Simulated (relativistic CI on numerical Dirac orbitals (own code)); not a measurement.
Radial Dirac CI calculation of Eu VIII: levels, rates and radial parameters.

Command:

```sh
python run_levels.py task.json out
```

Input:

```
atom Eu  Z=63  charge=7  electrons=56
nucleus A=153  rms_radius_fm=5.1115
hamiltonian dirac-coulomb  breit=on  qed=on  c_scale=1
orbitals kli  potential=per-configuration
slater_scale 1
correlation none
mixing on
configurations
  [Kr] 4d10 4f5 5s2 5p3
end
```

Hardware: one thread of Neoverse-V2, on a shared host. Rates were computed among at most 500 levels.

How large is the problem, and how long does it take?

3818 determinants at the lowest M give 3818 levels; 12 SCF iterations in all; about 12 s of CPU and 0.27 GiB at the peak.
